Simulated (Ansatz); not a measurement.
Total energies of `[CH2]1[SiH2][CH2][SnH2]1`.

```xyz
12

C    -1.2552    0.6334   -0.3079
Si    0.5471    1.1997   -0.2460
C     1.3456   -0.4344    0.2686
Sn   -0.6211   -1.3626    0.2781
H    -1.7246    0.6706   -1.2913
H    -1.9201    1.1082    0.4143
H     0.7690    2.2811    0.7559
H     1.0374    1.6790   -1.5698
H     1.8302   -0.4317    1.2454
H     2.0301   -0.8711   -0.4592
H    -0.8622   -2.5825   -0.8936
H    -1.1762   -1.8898    1.8056
```

The species carries charge 0 and has multiplicity 1. Correlated methods include outer-core shells of Sn, which these sets cover unevenly. Sn takes the def2 core potential. Geometry: relaxed with PBE0-D4/def2-TZVP. Basis def2-TZVPP, Ansatz 0.2.0.

RPA on PBE orbitals: Hartree–Fock energy of these orbitals -582.62949 Eh, correlation -1.32173 Eh (frozen core).

| functional | energy without D4 (Eh) | D4 term (kJ/mol) |
| --- | --- | --- |
| LDA (SPW92) | -582.54961 | – |
| revPBE | -584.78873 | -78.3 |
| BLYP | -584.71130 | -61.9 |
| B97M-V | -584.76669 | – |
| PBE0 | -584.61384 | -24.4 |
| HSE06 (plane-wave form) | -584.59998 | -23.0 |
| BHLYP | -584.70451 | -39.5 |
| CAM-B3LYP | -584.76790 | -25.1 |
| LC-ωPBE | -584.73025 | – |
| ωB97X-V | -584.74841 | – |

(1) Give the same for PBE, r2SCAN, B3LYP, r2SCANh, r2SCAN0, ωB97M-V, B2PLYP, PBE-QIDH. (An estimate is asked.)

B3LYP takes the VWN-RPA correlation (the form of Gaussian; ORCA's B3LYP/G). HSE06 is the plane-wave form, built on full-range PBE exchange. The double hybrids freeze the cores in their second-order part.

## Answers

(1) The calculation gave: 
| functional | energy without D4 (Eh) | D4 term (kJ/mol) |
| --- | --- | --- |
| PBE | -584.55479 | -28.7 |
| r2SCAN | -584.83446 | -6.7 |
| B3LYP | -584.93094 | -46.7 |
| r2SCANh | -584.81929 | -7.3 |
| r2SCAN0 | -584.79770 | -8.1 |
| ωB97M-V | -584.70591 | – |
| B2PLYP | -584.41813 | – |
| PBE-QIDH | -584.32491 | – |

LC-ωPBE has ω = 0.4 bohr⁻¹.
